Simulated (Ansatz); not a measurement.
`C[S][SnH3]` + `C/N=C\N` → `C/N=C/NC` + `[SH][SnH3]` at 298.15 K and 1 bar (substitution at a C–S bond).

Program: Ansatz. Geometries: PBE0-D4/def2-TZVP. ΔE: electronic, gas phase. CBS: MP2 limit from def2 TZ/QZ plus the TZ coupled-cluster correction, frozen cores. Double bonds are as drawn, so ΔE can hold a change between cis and trans. def2 core potentials past Kr. For Sn outer-core shells are correlated without core-valence functions, which leaves a few kJ/mol of doubt a bond. One conformer a species, not always the lowest.

```tsv
species	CCSD(T)/CBS energy (Eh)	H − E (kJ/mol)	S (J/(mol·K))
`C[S][SnH3]`	-653.46026	174.1	339.7
`C/N=C\N`	-189.09797	242.0	291.2
`C/N=C/NC`	-228.35220	319.9	325.2
`[SH][SnH3]`	-614.20548	91.8	301.7
```

H − E and S are ideal-gas, rigid-rotor, harmonic terms from PBE0-D4/def2-TZVP, for one conformer and one mirror image of each species. 1 Eh = 2625.50 kJ/mol, R = 8.31446 J/(mol·K).

Task: By hand: ΔE, ΔH, ΔS and ΔG.

Result: ΔE = (-228.35220) + (-614.20548) − (-653.46026) − (-189.09797) = 0.00055 Eh = 1.4 kJ/mol. Δ(H − E) = 319.9 + 91.8 − 174.1 − 242.0 = -4.4, so ΔH = -3.0 kJ/mol. ΔS = 325.2 + 301.7 − 339.7 − 291.2 = -4.0 J/(mol·K). ΔG = -3.0 − 298.15 × (-4.0)/1000 = -1.8 kJ/mol.

Task: By hand: the equilibrium constant, and the temperature at which ΔG would vanish if ΔH and ΔS stayed fixed.

Result: log₁₀ K = −ΔG/(RT ln 10) = 0.3. ΔG = 0 at ΔH/ΔS = 750 K, though so small a ΔH makes that figure unsure.

TΔS isn't small against ΔH here. The sign of ΔG lies within the doubt. A doubt of 5 kJ/mol in ΔE shifts log₁₀ K by 0.9 here. Other conformers and mirror images would add mixing entropy, several J/(mol·K) or more a flexible species. These are equilibria of isolated gas molecules and say nothing of rates. Largest T1 diagnostic: 0.013 (customary marks: 0.02 for closed shells, 0.045 for open ones).
